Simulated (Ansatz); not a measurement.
C2H6Sb (`[CH2][SbH][CH3]`) radical. Total charge 0; spin multiplicity 2. Sb: def2 effective core potential.

```xyz
9

C     0.526   -0.980   -1.362
Sb   -0.043   -1.068    0.655
C    -0.721    0.978    0.804
H    -0.170   -0.627   -2.117
H     1.410   -1.492   -1.725
H     1.533   -0.758    1.254
H     0.021    1.654    0.383
H    -1.660    1.072    0.257
H    -0.896    1.221    1.852
```

**Question.** List the harmonic frequencies (cm⁻¹, unscaled) at PBE0-D4/def2-TZVP in Ansatz. (Estimate.)

**Answer.** Ansatz gave: 103, 116, 177, 456, 519, 542, 560, 588, 743, 803, 836, 1226, 1359, 1452, 1454, 1930, 3069, 3140, 3164, 3182, 3255.

**Question.** Is this a minimum?

**Answer.** Yes, all 21 modes are real.

**Question.** Give the ideal-gas thermochemistry at 298.15 K and 1 bar (rigid rotor, harmonic oscillator; point group C1, symmetry number 1).

**Answer.** Zero-point energy 171.5 kJ/mol; H(298) − E = 190.2 kJ/mol; entropy 334.2 J/(mol·K), of which translation 171.5, rotation 104.2, vibration 52.8, electronic 5.8; G(298) − E = 90.5 kJ/mol.

**Question.** And at 400, 500, 600, 800 and 1000 K?

**Answer.** 
```csv
T (K),H − E (kJ/mol),S (J/mol/K),G − E (kJ/mol)
400,200.4,363.7,54.9
500,211.9,389.2,17.3
600,224.4,412.1,-22.8
800,252.1,451.8,-109.3
1000,282.6,485.8,-203.2
```

**Question.** Rotational constants (cm⁻¹)?

**Answer.** 0.2939, 0.1953, 0.1267.
